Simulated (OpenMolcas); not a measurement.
How basis sets differ on C2H7BO (SMILES CCBO)

C2H7BO has 11 atoms, charge 0, and is taken as a singlet. SMILES: `CCBO`. The shape is that of a PBE0-D4/def2-TZVP optimisation. This is one conformer, not always the lowest.

```xyz
11

C    -0.5562    1.3140    0.1941
C    -0.1481   -0.1264    0.4987
B     0.8442   -0.7497   -0.5450
O     0.7752   -2.0346   -0.9682
H    -1.1236    1.3786   -0.7379
H    -1.1781    1.7372    0.9863
H     0.3223    1.9540    0.0824
H    -1.0373   -0.7547    0.6403
H     0.3803   -0.1477    1.4643
H     1.7483   -0.1083   -1.0100
H     0.0385   -2.5195   -0.5844
```

Quantity: the dipole moment, in D. The values are calculated.

| level | kind | program | value (D) | CPU time |
| --- | --- | --- | --- | --- |
| HF/STO-3G | Hartree–Fock | OpenMolcas | 1.58 | 1.4 s |
| HF/3-21G | Hartree–Fock | OpenMolcas | 2.20 | 1.8 s |
| HF/6-31G* (Cartesian functions) | Hartree–Fock | OpenMolcas | 1.94 | 7.5 s |
| HF/def2-SVP | Hartree–Fock | OpenMolcas | 1.95 | 6.8 s |

The values span 1.58 to 2.20 D. Magnitudes only. Sets without polarisation functions give poor dipoles. Times are those of the runs behind each value, whatever else they computed, on shared processors of several kinds: orders of magnitude only.
